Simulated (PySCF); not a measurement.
Compound: C4H11NSi.
InChI=1S/C4H11NSi/c1-5-3-2-4-6-5/h2-4,6H2,1H3

All values: wB97X-D/def2-SVPD (PySCF, non-relativistic), on one gas-phase PBE0-D3(BJ)/def2-SVP geometry that isn't relaxed in the solvent. The solvent is an IEF-PCM continuum (van der Waals radii × 1.2), and excitations are vertical TDDFT with non-equilibrium linear response and a frozen core. Only the electrostatic response of the medium enters.

Gas-phase singlets (H = HOMO, L = LUMO):

| state | E (eV) | λ (nm) | f | leading configurations |
| --- | --- | --- | --- | --- |
| S1 | 5.771 | 215 | 0.003 | H→L+1 69%, H→L 24% |
| S2 | 6.117 | 203 | 0.024 | H→L 64%, H→L+1 21% |
| S3 | 6.857 | 181 | 0.021 | H→L+2 58%, H→L+3 28% |
| S4 | 7.255 | 171 | 0.003 | H→L+3 60%, H→L+2 29% |
| S5 | 7.423 | 167 | 0.037 | H→L+4 74% |

Problem. What are the lowest 5 singlets in chloroform (ε = 4.711)?

Solution. 
```csv
state,E (eV),λ (nm),f,leading configurations,change by rank (eV)
S1,5.760,215,0.003,"H→L 48%, H→L+1 46%",-0.011
S2,6.101,203,0.029,"H→L+1 42%, H→L 42%",-0.016
S3,6.862,181,0.028,"H→L+2 56%, H→L+3 32%",+0.005
S4,7.219,172,0.004,"H→L+3 58%, H→L+2 30%",-0.036
S5,7.441,167,0.056,"H→L+4 71%, H→L+7 11%",+0.018
```

Problem. How do the frontier levels move from gas to chloroform?

Solution. 
| orbital | gas (eV) | solvent (eV) | change (eV) |
| --- | --- | --- | --- |
| LUMO+2 | 2.91 | 2.97 | +0.06 |
| LUMO+1 | 2.27 | 2.33 | +0.06 |
| LUMO | 2.25 | 2.31 | +0.06 |
| HOMO | -7.97 | -7.92 | +0.05 |
| HOMO-1 | -10.23 | -10.15 | +0.08 |
| HOMO-2 | -10.92 | -10.87 | +0.05 |
| HOMO-3 | -11.47 | -11.38 | +0.09 |

The HOMO–LUMO gap goes from 10.22 to 10.24 eV.
